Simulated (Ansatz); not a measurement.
Reaction (cleavage of the Si–Si bond): `C[SiH2][SiH]1[CH2][AlH]1` + `B[SeH]` → `B[Se][SiH2]C` + `[CH2]1[AlH][SiH2]1`

Calculated with Ansatz (gas phase, PBE0-D4/def2-TZVP geometries, no zero-point term in ΔE). CBS: MP2 limit from def2 TZ/QZ plus the TZ coupled-cluster correction, frozen cores. For Se outer-core shells are correlated without core-valence functions, which leaves a few kJ/mol of doubt a bond. Scalar relativity is left out up to krypton. Each species was taken in one conformer, which may not be the lowest.

```tsv
species	MP2/def2-TZVPP energy (Eh)
`C[SiH2][SiH]1[CH2][AlH]1`	-901.43793
`B[SeH]`	-2426.67300
`B[Se][SiH2]C`	-2756.16658
`[CH2]1[AlH][SiH2]1`	-571.96429
```

Work out ΔE.

ΔE = (-2756.16658) + (-571.96429) − (-901.43793) − (-2426.67300) = -0.01994 Eh = -52.4 kJ/mol. CCSD(T)/CBS gives -48.1 kJ/mol.

Largest T1 diagnostic among the species: 0.013.

In def2-TZVPP, CCSD(T) changes the Hartree–Fock value by +13.1 kJ/mol (the triples alone add +1.8 kJ/mol) and MP2 by +5.1 kJ/mol. From PBE to PBE0 (25 % exact exchange), in def2-TZVPP and without D4, ΔE moves by −4.8 kJ/mol.
